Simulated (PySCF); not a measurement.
Two species compared at the same levels of theory.

First species: CH₃NOSi.
Geometry (GFN2-xTB, Å), atoms numbered from 1 in this order:
```xyz
7
CH3NOSi angstrom
N      2.5147   -0.5907    0.2575
C      1.4536   -0.1804    0.1242
Si    -0.2833    0.4956   -0.0768
O     -1.3172   -0.7080   -0.3981
H     -0.3424    1.3079   -1.2792
H     -0.5803    1.1570    1.1934
H     -1.4417   -1.4764    0.1519
```

Second species: C6H11N.
SMILES: `C1CCC1[C@H]1NC1`

Levels: PBE0/def2-SVPD for dipole moment, HOMO energy, LUMO energy, HOMO–LUMO gap, static isotropic polarisability and electronic spatial extent ⟨r²⟩ about the centre of nuclear charge; TDDFT PBE0/def2-SVPD for lowest singlet excitation; TDA PBE0/def2-SVPD for lowest triplet excitation (Tamm–Dancoff); GFN2-xTB for rotational constant A and rotational constant C. Geometries: GFN2-xTB. Each species is one conformer at its optimised geometry, gas phase, non-relativistic unless stated; the electronic structure was computed with PySCF and density fitting.

Dipoles, sizes and rotational constants follow the conformer. The torsions of the flexible species, by atom-mapped SMILES:
- `[N:1]#[C:2][SiH2:3][OH:4]`: H–O4–Si3–C2 56°
- `[CH2:1]1[CH2:2][CH:3]([C@@H:4]2[CH2:5][NH:6]2)[CH2:7]1`: C2–C3–C4–C5 -96°

Question: Which of the two has the higher HOMO energy, and by how much?

Answer: The second: -6.87 eV against -9.65 eV, a difference of 2.78 eV.

Question: Which of the two has the higher T1 energy, and by how much?

Answer: The second: 6.25 eV against 5.84 eV, a difference of 0.41 eV.

Question: Which has the higher static isotropic polarisability?

Answer: The second: 74.5 au against 43.7 au, a difference of 30.8 au.

Question: Which of the two has the higher LUMO energy, and by how much?

Answer: The second: 0.79 eV against -1.15 eV, a difference of 1.94 eV.

Question: Which of the two has the higher ⟨r²⟩, and by how much?

Answer: The second: 873 bohr² against 402 bohr², a difference of 471 bohr².

Question: Which of the two has the higher dipole moment, and by how much?

Answer: The first: 3.16 D against 1.73 D, a difference of 1.43 D.

Question: Which has the higher rotational constant A?

Answer: The first: 18.308 GHz against 6.899 GHz, a difference of 11.409 GHz.

Question: Which has the higher HOMO–LUMO gap?

Answer: The first: 8.50 eV against 7.66 eV, a difference of 0.84 eV.

On the first: S1 lies 1.68 eV below the HOMO–LUMO gap; its leading configuration is HOMO→LUMO, weight 0.77. The dipole equals about 10.5 × 10⁻³⁰ C·m (1 D = 3.33564 × 10⁻³⁰ C·m).

On the second: The vertical singlet–triplet gap S1 − T1 is 0.21 eV (TDDFT singlet less Tamm–Dancoff triplet; S1: HOMO→LUMO, weight 0.73; T1: HOMO→LUMO, weight 0.61). In wavenumbers S1 is 52100 cm⁻¹ (1 eV = 8065.54 cm⁻¹).
